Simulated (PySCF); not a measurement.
Two-component Hartree-Fock for Nb (niobium, neutral)

Start: [Kr] 4d4 5s1; 4d3/2 filled at m_j = -3/2, -1/2, +1/2, +3/2; 5s1/2 filled at m_j = +1/2. Calculated with PySCF 2.14 in x2c-QZVPPall-2c: generalised Hartree-Fock with the X2C-1e Hamiltonian and a Gaussian nucleus; one run each with spin-orbit coupling (SO) switched off, then screened by Boettger's factors.

```tsv
spinor shell	electrons	ε, spin-free (eV)	ε, screened SO (eV)	weight of nominal j (screened SO)	rms radius, screened SO (bohr)
1s1/2	2	-19087.2	-19086.4	1.000	0.0415
2s1/2	2	-2743.2	-2742.9	1.000	0.171
2p1/2	2	-2443.0	-2509.1	1.000	0.149
2p3/2	4	-2443.0	-2411.9	1.000	0.154
3s1/2	2	-489.22	-489.13	1.000	0.471
3p1/2	2	-388.25	-399.40	1.000	0.471
3p3/2	4	-388.25	-382.94	1.000	0.482
3d3/2	4	-223.31	-225.21	0.979	0.471
3d5/2	6	-223.31	-221.93	0.986	0.475
4s1/2	2	-72.186	-72.153	1.000	1.24
4p1/2	2	-42.967	-47.079	0.669	1.42
4p3/2	4	-42.967	-40.919	0.834	1.40
4d3/2	4	-7.882	-7.888	0.522	2.35
5s1/2	1	-6.241	-6.235	0.998	4.10
```

| quantity | spin-free | screened SO |
| --- | --- | --- |
| E (hartree) | -3817.07054 | -3817.48086 |
| M_J | 1/2 | 1/2 |
| ⟨J²⟩ | 4.761 | 4.626 |
| ⟨L²⟩ | 6.007 | 6.007 |
| ⟨S²⟩ | 8.754 | 8.750 |

The determinant has a definite M_J but mixes levels of different J.

Each row is a mean over spinors that exchange with the open shell spreads, by up to 4.388 eV (4p3/2).

Rows whose weight is well below 1 are mixtures of j = l ± 1/2: exchange outweighs spin-orbit coupling there, and the label is only the starting occupation.

Breit and QED terms are absent; they matter most for the inner s and p1/2 levels.

Densities and radii are taken from the X2C orbitals without a picture-change correction, which distorts them close to the nucleus.

Without spin-orbit coupling the j labels of p, d and f shells carry no meaning; the spin-free column gives the mean over the occupied spinors of each nl shell, and its ⟨J²⟩ belongs to a mixture of degenerate components.
